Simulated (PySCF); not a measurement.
BH$_{6}$NSi$_{2}$, BFH$_{2}$NSi, BFHNSi, AlBH$_{3}$N and others (calculated)

Computed with PySCF 2.14.0. Calculation on a computer-drawn molecule: the log of a Hartree-Fock and frozen-core CCSD(T) single point meant for a local Hartree-Fock minimum, with one planted fault or none, to be diagnosed. Offsets are logged minus clean, where the clean run is the same molecule without the fault. The reference is restricted for singlets and unrestricted otherwise, and also for a bond in bohr or an excited solution. Adding or removing an electron swaps singlet and doublet. The excited solution moves the top pair (singlet) or top alpha electron (doublet) to the lowest empty orbital. Highest occupied and lowest empty are orbital energies over both spins, largest force is the largest gradient component, triples share is (T) over the correlation energy, the T1 limit is 0.02 restricted and 0.045 unrestricted, electrons count all cores, a negative frequency is imaginary (commonest isotopes), and the dipole is about the centre of nuclear charge.

Common to all runs: meant charge 0; meant basis cc-pV(D+d)Z; logged SCF converged yes; possible faults no fault, one electron removed, one electron added, multiplicity raised by two, geometry at a saddle point, SCF held on an excited solution, minimal basis STO-3G, one bond length entered in bohr, all coordinates scaled.

(1) 
```xyz
10
formula=BH6NSi2 meant_multiplicity=1 logged_electrons=46 logged_basis_functions=104 logged_spin_squared=0 logged_highest_occupied=-2.8643 logged_lowest_empty=-5.239 logged_largest_force=0.098037 logged_CC_converged=no logged_dipole_magnitude=1.6703 logged_SCF_stable_within_its_kind=no logged_energy_HF=-659.89933 planted_fault=SCF_held_on_an_excited_solution HF_energy_offset_from_clean_run=382.7
N     -0.7398    -1.4212     2.4320
B     -0.9824    -0.2829     2.0376
Si    -1.3514     1.5690     1.3582
Si    -0.1870     1.9594    -0.6657
H     -0.5505    -2.3329     2.7550
H     -2.8104     1.7146     1.1406
H     -0.9244     2.5473     2.3867
H     -0.4593     3.3358    -1.1449
H     -0.6289     0.9930    -1.6985
H      1.2707     1.8038    -0.4495
```

Units: logged_highest_occupied, logged_lowest_empty in eV; logged_largest_force in hartree/bohr; logged_dipole_magnitude in debye; logged_energy_HF in hartree; HF_energy_offset_from_clean_run in kcal/mol.

Drawn bonds:
| atom | other atom | order |
| --- | --- | --- |
| 1 | 2 | 2 |
| 2 | 3 | 1 |
| 3 | 4 | 1 |
| 1 | 5 | 1 |
| 3 | 6 | 1 |
| 3 | 7 | 1 |
| 4 | 8 | 1 |
| 4 | 9 | 1 |
| 4 | 10 | 1 |

Notes: CCSD not converged.

(2) 
```xyz
6
formula=BFH2NSi meant_multiplicity=2 logged_electrons=37 logged_basis_functions=75 logged_spin_squared=2.5672 logged_highest_occupied=-8.6707 logged_lowest_empty=0.62043 logged_largest_force=0.037872 logged_dipole_magnitude=3.9074 logged_SCF_stable_within_its_kind=yes logged_energy_HF=-468.47498 planted_fault=one_bond_length_entered_in_bohr,row_1_of_the_drawn_bonds HF_energy_offset_from_clean_run=144.7
N     -2.5190    -1.0982    -1.9958
B     -0.4578    -1.0766    -0.9329
Si     1.3306    -1.1772    -0.0485
F      1.2568    -0.4620     1.4030
H     -3.3995    -1.0912    -2.4395
H      2.3843    -0.5041    -0.8321
```

Units: logged_highest_occupied, logged_lowest_empty in eV; logged_largest_force in hartree/bohr; logged_dipole_magnitude in debye; logged_energy_HF in hartree; HF_energy_offset_from_clean_run in kcal/mol.

Drawn bonds:
| atom | other atom | order |
| --- | --- | --- |
| 1 | 2 | 2 |
| 2 | 3 | 1 |
| 3 | 4 | 1 |
| 1 | 5 | 1 |
| 3 | 6 | 1 |

Notes: coupled-cluster numbers left out as unreliable.

(3) 
```xyz
5
formula=BFHNSi meant_multiplicity=1 logged_electrons=36 logged_basis_functions=70 logged_spin_squared=0 logged_highest_occupied=-6.5767 logged_lowest_empty=-3.0658 logged_largest_force=0.054018 logged_dipole_magnitude=2.431 logged_SCF_stable_within_its_kind=no logged_energy_HF=-467.87328 planted_fault=SCF_held_on_an_excited_solution HF_energy_offset_from_clean_run=147.5
N     -0.4658    -0.2259     3.0069
B      0.2852    -0.4717     2.0640
Si     1.6244    -0.7439     0.5093
F      1.0477    -2.1737    -0.0164
H     -1.0825    -0.0546     3.7572
```

Units: logged_highest_occupied, logged_lowest_empty in eV; logged_largest_force in hartree/bohr; logged_dipole_magnitude in debye; logged_energy_HF in hartree; HF_energy_offset_from_clean_run in kcal/mol.

Drawn bonds:
| atom | other atom | order |
| --- | --- | --- |
| 1 | 2 | 2 |
| 2 | 3 | 1 |
| 3 | 4 | 1 |
| 1 | 5 | 1 |

Notes: coupled-cluster numbers left out as unreliable.

(4) 
```xyz
6
formula=AlBH3N meant_multiplicity=1 logged_electrons=28 logged_basis_functions=66 logged_spin_squared=1.9923 logged_highest_occupied=-7.9066 logged_lowest_empty=1.1282 logged_largest_force=0.041119 logged_T1_diagnostic=0.093154 logged_D1_diagnostic=0.47042 logged_triples_share=0.02356 logged_CC_converged=yes logged_dipole_magnitude=2.9282 logged_SCF_stable_within_its_kind=yes logged_energy_HF=-322.5626 logged_energy_CCSD(T)=-322.83639 planted_fault=one_bond_length_entered_in_bohr,row_1_of_the_drawn_bonds HF_energy_offset_from_clean_run=147.4 CCSD(T)_energy_offset_from_clean_run=195.1
N      2.1112     1.4236    -0.4067
B     -0.0149     0.6235    -0.9201
Al    -1.9480    -0.1040    -1.3866
H      3.0112     1.7623    -0.1894
H     -2.2157    -0.7865    -2.7835
H     -3.1165     0.0379    -0.3360
```

Units: logged_highest_occupied, logged_lowest_empty in eV; logged_largest_force in hartree/bohr; logged_dipole_magnitude in debye; logged_energy_HF, logged_energy_CCSD(T) in hartree; HF_energy_offset_from_clean_run, CCSD(T)_energy_offset_from_clean_run in kcal/mol.

Drawn bonds:
| atom | other atom | order |
| --- | --- | --- |
| 1 | 2 | 2 |
| 2 | 3 | 1 |
| 1 | 4 | 1 |
| 3 | 5 | 1 |
| 3 | 6 | 1 |

Notes: T1 above single-reference limit.

(5) 
```xyz
6
formula=AlBFH2N meant_multiplicity=1 logged_electrons=35 logged_basis_functions=75 logged_spin_squared=0.7598 logged_highest_occupied=-17.399 logged_lowest_empty=-7.8919 logged_largest_force=0.10359 logged_T1_diagnostic=0.017867 logged_D1_diagnostic=0.047054 logged_triples_share=0.021323 logged_CC_converged=yes logged_dipole_magnitude=9.1607 logged_SCF_stable_within_its_kind=yes logged_energy_HF=-421.40364 logged_energy_CCSD(T)=-421.87321 planted_fault=one_electron_removed HF_energy_offset_from_clean_run=215.5 CCSD(T)_energy_offset_from_clean_run=251.5
N     -2.0426    -1.7162     2.3642
B     -1.7474    -1.9666     1.1963
Al    -1.2415    -2.3515    -0.8071
F     -1.1151    -3.9367    -1.2617
H     -2.2796    -1.5283     3.3029
H     -0.9738    -1.2700    -1.9074
```

Units: logged_highest_occupied, logged_lowest_empty in eV; logged_largest_force in hartree/bohr; logged_dipole_magnitude in debye; logged_energy_HF, logged_energy_CCSD(T) in hartree; HF_energy_offset_from_clean_run, CCSD(T)_energy_offset_from_clean_run in kcal/mol.

Drawn bonds:
| atom | other atom | order |
| --- | --- | --- |
| 1 | 2 | 2 |
| 2 | 3 | 1 |
| 3 | 4 | 1 |
| 1 | 5 | 1 |
| 3 | 6 | 1 |

(6) 
```xyz
8
formula=AlBH4N2 meant_multiplicity=1 logged_electrons=36 logged_basis_functions=85 logged_spin_squared=2.0346 logged_highest_occupied=-4.7414 logged_lowest_empty=-1.0205 logged_largest_force=0.087918 logged_T1_diagnostic=0.017815 logged_D1_diagnostic=0.055418 logged_triples_share=0.03121 logged_CC_converged=yes logged_dipole_magnitude=7.8462 logged_SCF_stable_within_its_kind=yes logged_energy_HF=-377.72882 logged_energy_CCSD(T)=-378.22512 planted_fault=multiplicity_raised_by_two HF_energy_offset_from_clean_run=98.61 CCSD(T)_energy_offset_from_clean_run=118.5
N     -0.5730    -0.7496     2.3831
B     -0.6548     0.2036     1.6053
Al    -0.7917     1.8378     0.2687
N     -2.0935     3.0014     0.4983
H     -0.5046    -1.5129     3.0030
H      0.2177     2.0599    -0.9216
H     -2.2508     3.8093    -0.0752
H     -2.7907     2.9610     1.2184
```

Units: logged_highest_occupied, logged_lowest_empty in eV; logged_largest_force in hartree/bohr; logged_dipole_magnitude in debye; logged_energy_HF, logged_energy_CCSD(T) in hartree; HF_energy_offset_from_clean_run, CCSD(T)_energy_offset_from_clean_run in kcal/mol.

Drawn bonds:
| atom | other atom | order |
| --- | --- | --- |
| 1 | 2 | 2 |
| 2 | 3 | 1 |
| 3 | 4 | 1 |
| 1 | 5 | 1 |
| 3 | 6 | 1 |
| 4 | 7 | 1 |
| 4 | 8 | 1 |
